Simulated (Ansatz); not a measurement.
Reaction (cleavage of the Si–Si bond): `N[Si@H](F)[Si@@H](N)F` + `[OH][SbH2]` → `N[SiH](F)[O][SbH2]` + `N[SiH2]F`

Gas-phase electronic energies from Ansatz, PBE0-D4/def2-TZVP geometries. CBS: MP2 limit from def2 TZ/QZ plus the TZ coupled-cluster correction, frozen cores. DFT in def2-TZVPP. B3LYP here is the variant with VWN-RPA as its local correlation; programs differ in this. Elements past krypton have def2 core potentials. For Sb outer-core shells are correlated without core-valence functions, which leaves a few kJ/mol of doubt a bond. One conformer a species, not always the lowest.

Problem. Is it downhill or uphill in electronic energy at CCSD(T)/CBS, and by how much? (Estimate.)

Solution. Computed: Downhill: ΔE = -37.3 kcal/mol.

Problem. What do these levels give: PBE-D4, PBE0-D4, PBE, B3LYP, HF/def2-TZVPP, MP2/def2-TZVPP, SCS-MP2/def2-TZVPP, CCSD(T)/def2-TZVPP, HF/def2-QZVPP, SCS-MP2/def2-QZVPP, HF/CBS(def2), CCSD/CBS(def2)? (Best estimate.)

Solution. The calculation gave: PBE-D4 -29.9, PBE0-D4 -32.8, PBE -29.8, B3LYP -35.6, HF/def2-TZVPP -42.8, MP2/def2-TZVPP -39.6, SCS-MP2/def2-TZVPP -39.9, CCSD(T)/def2-TZVPP -37.9, HF/def2-QZVPP -43.2, SCS-MP2/def2-QZVPP -39.7, HF/CBS(def2) -43.3, CCSD/CBS(def2) -38.0 kcal/mol.

Largest T1 diagnostic among the species: 0.014.

In def2-TZVPP, CCSD(T) changes the Hartree–Fock value by +4.8 kcal/mol (the triples alone add +0.7 kcal/mol) and MP2 by +3.2 kcal/mol. From PBE to PBE0 (25 % exact exchange), in def2-TZVPP and without D4, ΔE moves by −2.9 kcal/mol.
